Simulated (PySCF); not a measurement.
Species: N-germyl-N-methylmethanamine, C2H9GeN, net charge 0, singlet state. 
Geometry from a B3LYP-D3(BJ)/def2-TZVP (Ansatz) optimisation:
```
N
C 1 1.4519
H 2 1.0913 1 110.44
H 2 1.0955 3 107.62 1 -119.85
H 2 1.1024 3 108.02 4 -115.56
C 1 1.4519 2 112.57 3 -177.25
H 6 1.0913 1 110.44 2 177.25
H 6 1.0955 7 107.62 1 119.85
H 6 1.1024 7 108.02 8 115.56
Ge 1 1.8512 2 116.74 3 43.73
H 10 1.5371 1 106.98 2 -171.36
H 10 1.5371 11 111.87 7 -140.96
H 10 1.5520 11 109.14 12 -120.88
```
Charge 0, spin multiplicity 1.

Dispersion corrections to the total energy (kcal/mol) from the dftd3 and dftd4 libraries through PySCF: D3(BJ) without and D4 with the three-body term, each with the damping fitted for the functional named.

```csv
functional,D3(BJ),D4
PW6B95,-3.07,-4.93
TPSSh,___,-7.14
B3LYP,-10.38,-9.33
HF,-45.13,___
LC-wPBE,___,-6.46
BP86,-9.54,-7.71
B2GP-PLYP,-3.94,-2.45
```

Question: Fill in the missing entries.

Answer: 
- TPSSh, D3(BJ): -6.94
- HF, D4: -21.12
- LC-wPBE, D3(BJ): -5.66
